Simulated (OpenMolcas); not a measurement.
A calculation on S2+.

| Item | Value |
| --- | --- |
| Program | OpenMolcas 26.06 |
| Method | CASSCF |
| Basis | ANO-RCC-VTZP [5s4p2d1f] |
| Scalar Hamiltonian | DKH2, point nucleus |
| Active space | 4 electrons in 4 orbitals (3s 3p) |
| State averaging | 2S+1 = 3 even, 6 roots; 2S+1 = 1 even, 12 roots; 2S+1 = 5 odd, 1 root; 2S+1 = 3 odd, 9 roots; 2S+1 = 1 odd, 8 roots |
| Spin-orbit coupling | state interaction with AMFI integrals over the reference wave functions, term energies averaged over their components |

(1) Which level of the active space comes out lowest?

(2) How high does 3s2 3p2 1S0 lie?

(3) How high does 3s 3p3 1D* 2 lie?

(4) How high does 3s 3p3 3D* 3 lie?

Measured values: NIST levels in Podobedova, Kelleher and Wiese, J. Phys. Chem. Ref. Data 38, 171 (2009).

## Answers

(1) 3s2 3p2 3P0, with 100 % of that term; it is also the measured ground level.

(2) 25842 cm-1 above the lowest level; measured 27161 cm-1 above the ground level, so the calculation is off by -5 %.

(3) 145788 cm-1 above the lowest level; measured 151979 cm-1 above the ground level, so the calculation is off by -4 %.

(4) 93509 cm-1 above the lowest level; measured 84099 cm-1 above the ground level, so the calculation is off by +11 %.

Terms of s pⁿ other than that of highest spin mix with s² pⁿ⁻² d, which this space lacks; all of them can be thousands of cm-1 off, and some have no real level of that name. Measured partners are found by configuration, term and J. A level has none where our copy of the source lacks it or the pairing is in doubt (some pairs that miss far off the trend of their configuration count as doubtful), and it then counts in no deviation. Levels of configurations outside the active space are missing.

* marks odd parity.
